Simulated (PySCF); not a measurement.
MgF2, SMILES [F][Mg][F]. Atoms are numbered in the order given.

```xyz
3

Mg     0.0000     0.0000     0.0000
F      0.0000     0.0000    -1.7461
F      0.0000     0.0000     1.7461
```

Geometry: PBE0-D3(BJ)/def2-TZVP. The isomer is the one that the SMILES or the coordinates give; other isomers of the formula were not compared.

Vertical ionisation energy (IE) and electron affinity (EA) in eV. Rows of orbital energies are one-electron estimates. Where ΔSCF, EOM or ADC give a negative EA the extra electron is unbound and the value depends on the basis.

```json
[
 {"level": "−ε(HOMO), −ε(LUMO), ωB97X/def2-TZVPD (PySCF)", "IE": "(withheld)", "EA": "(withheld)"},
 {"level": "−ε(HOMO), −ε(LUMO), PBE/def2-TZVPD (PySCF)", "IE": "8.36", "EA": "2.52"}
]
```

Problem. Fill in the missing entries. (Estimate from the structure and the level; the computed values follow.)

Solution. 
- −ε(HOMO), −ε(LUMO), ωB97X/def2-TZVPD (PySCF), IE: 12.88
- −ε(HOMO), −ε(LUMO), ωB97X/def2-TZVPD (PySCF), EA: -0.20
